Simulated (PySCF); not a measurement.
# One molecule, several mistakes: Al2CFH4

All numbers below are calculated, not measured. They come from PySCF 2.14.0, an open-source quantum chemistry program, on an isolated molecule that a program drew, which may never have been made. The molecule is Al2CFH4 (charge 0, doublet), drawn as the SMILES string `[CH3][Al]([F])[AlH]`.

Each row is a Hartree-Fock (HF) and frozen-core CCSD(T) single point in the cc-pV(D+d)Z basis, meant for a local HF minimum. Run 1 is clean. Each other run has one planted mistake out of seven kinds, and not every kind appears here: one electron removed, one electron added, multiplicity raised by two, geometry at a saddle point, minimal basis STO-3G, one bond length entered in bohr, all coordinates scaled. The reference is restricted for singlets and unrestricted otherwise, and also for a bond in bohr. Adding or removing an electron swaps singlet and doublet. Electrons count all cores. HOMO and LUMO are orbital energies over both spins, the gradient is its largest component, and the lowest frequency (negative if imaginary) is given only where the gradient is small. Bond lengths are over the 7 bonds as drawn. T1 is the CCSD diagnostic: over 0.02 (restricted) or 0.045 (unrestricted) a single reference is doubtful.

Geometry of the clean run:
```xyz
8
Al2CFH4, angstrom
C    -1.1237   -0.7733    1.2187
Al   -1.4143   -1.5314   -0.5631
F    -2.9869   -1.4758   -1.1197
Al    0.3242   -2.3497   -2.3242
H    -0.0715   -0.7814    1.5203
H    -1.4794    0.2628    1.2617
H    -1.6911   -1.3348    1.9706
H     0.8193   -3.8554   -2.4975
```

| run | electrons | basis functions | <S^2> | HOMO (eV) | LUMO (eV) | gradient (hartree/bohr) | lowest frequency (cm^-1) | mean bond (Å) | longest bond (Å) | T1 | HF (hartree) | CCSD(T) (hartree) | mistake |
|---|---|---|---|---|---|---|---|---|---|---|---|---|---|
| 1 | 45 | 94 | 0.780 | -7.50 | 0.30 | 2.0e-05 | 47 | 1.5879 | 2.606 | 0.0173 | -623.53010 | -624.02083 | no fault |
| 2 | 45 | 32 | 0.770 | -3.03 | 7.42 | 3.5e-02 | - | 1.5879 | 2.606 | 0.0153 | -615.76217 | -615.91868 | minimal basis STO-3G |
| 3 | 44 | 94 | 0.000 | -15.19 | -6.22 | 3.2e-02 | - | 1.5879 | 2.606 | 0.0169 | -623.27794 | -623.76429 | one electron removed |
| 4 | 45 | 94 | 1.374 | -7.57 | 0.35 | 9.6e-03 | - | 1.7906 | 3.013 | 0.0458 | -623.45162 | -623.93308 | one bond length entered in bohr |
| 5 | 45 | 94 | 0.785 | -7.72 | 0.15 | 5.4e-02 | - | 1.7277 | 2.836 | 0.0192 | -623.48961 | -623.99006 | ? |

**Which mistake was planted in run 5, and what did it cost?**

The mean and the longest bond both change by the same factor, 1.088, and the gradient is no longer small. So the mistake is: all coordinates scaled. Subtracting run 1 and multiplying by 627.51 kcal/mol a hartree, the energy moved by 25.4 kcal/mol in HF and 19.3 kcal/mol in CCSD(T).

Cautions from the logs. Run 4: T1 is over the limit, so its CCSD(T) energy is less reliable.
